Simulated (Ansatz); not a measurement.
`C[SiH2]B(F)Cl` + `C=NC(=C)C` → `C=N[SiH2]C` + `C=C(C)B(F)Cl`  (formal exchange of groups at the Si–B bond)

Computed with Ansatz on PBE0-D4/def2-TZVP structures; ΔE is electronic, products minus reactants. CCSD(T)/CBS is the MP2 limit (def2-TZVPP, def2-QZVPP) plus CCSD(T) − MP2 in def2-TZVPP, frozen cores. Functionals use def2-TZVPP. Each species was taken in one conformer, which may not be the lowest.

`C[SiH2]B(F)Cl`:

```xyz
10

C     0.698    0.760    1.072
Si   -0.753    0.178    0.048
B    -0.185   -1.126   -1.402
F    -1.053   -1.652   -2.242
Cl    1.494   -1.615   -1.601
H     1.437    1.262    0.443
H     0.375    1.460    1.845
H     1.190   -0.085    1.558
H    -1.435    1.325   -0.618
H    -1.769   -0.507    0.898
```

`C=NC(=C)C`:

Z-matrix (Å, degrees):
```
C
C 1 1.493
H 1 1.094 2 110.5
H 1 1.089 2 111.2 3 -120.9
H 1 1.093 2 110.0 3 117.9
N 2 1.401 1 113.6 3 -62.8
C 2 1.334 1 124.2 3 121.5
C 6 1.260 2 119.5 1 127.1
H 7 1.082 2 120.8 1 0.1
H 7 1.083 2 121.2 1 176.5
H 8 1.089 6 119.2 2 177.2
H 8 1.097 6 122.7 2 -2.9
```

`C=N[SiH2]C`:

Z-matrix (Å, degrees):
```
Si
N 1 1.747
C 1 1.862 2 108.8
H 1 1.497 2 110.9 3 121.9
H 1 1.486 2 106.9 3 -119.7
C 2 1.257 1 124.0 3 -122.3
H 3 1.093 1 110.6 2 -177.0
H 3 1.092 1 110.4 2 -57.0
H 3 1.092 1 110.8 2 63.0
H 6 1.097 2 120.4 1 179.6
H 6 1.103 2 124.2 1 -0.4
```

`C=C(C)B(F)Cl`:

Z-matrix (Å, degrees):
```
C
C 1 1.498
H 1 1.093 2 111.0
H 1 1.093 2 111.0 3 118.0
H 1 1.091 2 111.4 3 -121.0
B 2 1.548 1 120.7 3 -58.9
C 2 1.337 1 122.2 3 121.1
F 6 1.321 2 121.4 1 179.9
Cl 6 1.759 2 122.0 1 -0.1
H 7 1.084 2 121.4 1 180.0
H 7 1.087 2 121.8 1 -0.0
```

Question: Is it downhill or uphill in electronic energy at CCSD(T)/CBS, and by how much? (Estimate.)

Answer: The calculation gave: Downhill: ΔE = -1.12 eV.

Question: What do these levels give: PBE-D4, r2SCAN-D4, PBE0-D4, B2PLYP, PBE0, MP2/def2-TZVPP, SCS-MP2/def2-TZVPP, CCSD/def2-TZVPP, CCSD(T)/def2-TZVPP, HF/def2-QZVPP, MP2/def2-QZVPP, SCS-MP2/def2-QZVPP? (Estimate.)

Answer: Computed: PBE-D4 -0.91, r2SCAN-D4 -1.05, PBE0-D4 -1.00, B2PLYP -1.13, PBE0 -1.00, MP2/def2-TZVPP -1.18, SCS-MP2/def2-TZVPP -1.19, CCSD/def2-TZVPP -1.14, CCSD(T)/def2-TZVPP -1.12, HF/def2-QZVPP -1.29, MP2/def2-QZVPP -1.19, SCS-MP2/def2-QZVPP -1.19 eV.

Largest T1 diagnostic among the species: 0.013.

From PBE to PBE0 (25 % exact exchange), in def2-TZVPP and without D4, ΔE moves by −0.09 eV. In def2-TZVPP, CCSD(T) changes the Hartree–Fock value by +0.17 eV (the triples alone add +0.03 eV) and MP2 by +0.10 eV.
